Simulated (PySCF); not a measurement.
CuH₄OP, multiplicity 1. Atoms are numbered in the order given.

```xyz
7

Cu     0.2142     0.1172     0.3613
O      1.0681     0.5517     1.8613
H      1.5939     1.3513     1.7614
P     -0.8511    -0.4785    -1.4091
H     -0.6204    -1.7536    -1.9917
H     -0.6913     0.2962    -2.5880
H     -2.2710    -0.5304    -1.4118
```

The structure is a stationary point at PBE0-D3(BJ)/def2-SVP. The spin state was assumed, not searched. The structure was generated by enumeration; whether it is a known compound was not checked. One conformer was computed; it need not be the lowest.

Computed with KT2/pcSseg-1 in PySCF.

GIAO shieldings, no solvent; atoms alike by connectivity are averaged. δ = σ(ref) − σ: ¹⁷O against H2O (σ = 330.4 ppm); ¹H against TMS (σ = 31.47 ppm); ³¹P against PH3 (σ = 597.6 ppm), references at their B3LYP-D3(BJ)/def2-TZVP geometries, non-relativistic.

Estimate the chemical shifts. (An estimate is asked for; the answer gives what the named calculation found.)


| nucleus | atoms | count | δ (ppm) |
|---|---|---|---|
| ¹⁷O | O2 | 1 | 45.3 |
| ¹H | H5, H6, H7 | 3 | 3.94 |
| ¹H | H3 | 1 | 1.24 |
| ³¹P | P4 | 1 | 46.8 |
